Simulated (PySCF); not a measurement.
Calcium: highly charged ions in a basis for the neutral atom

Ca⁶⁺ [Ne] 3s2 3p2, Ca⁷⁺ [Ne] 3s2 3p1. Calculation: PySCF 2.14, in x2c-TZVPall; scalar relativity by spin-free X2C-1e. No spin-orbit coupling, so a gap to NIST mixes the basis error with missing relativistic terms.

Changed run: basis of the neutral atom used for a highly charged ion. This setting is unsound on purpose.

| species | method | sound run (hartree) | changed run (hartree) | converged |
| --- | --- | --- | --- | --- |
| Ca⁶⁺ | UHF | not run | -667.77327 | yes |
| Ca⁶⁺ | BP86 | not run | -668.41995 | yes |
| Ca⁶⁺ | LDA | not run | -666.46193 | yes |
| Ca⁷⁺ | UHF | not run | -663.11966 | yes |
| Ca⁷⁺ | BP86 | not run | -663.73103 | yes |
| Ca⁷⁺ | LDA | not run | -661.77496 | yes |

Ionisation energy of Ca⁶⁺:

```
method  changed run (eV)      NIST (eV)
   UHF            126.63  127.21 ± 0.25
  BP86            127.59  127.21 ± 0.25
   LDA            127.54  127.21 ± 0.25
```

The contracted functions were made for the neutral atom and can be too rigid for a highly charged ion.
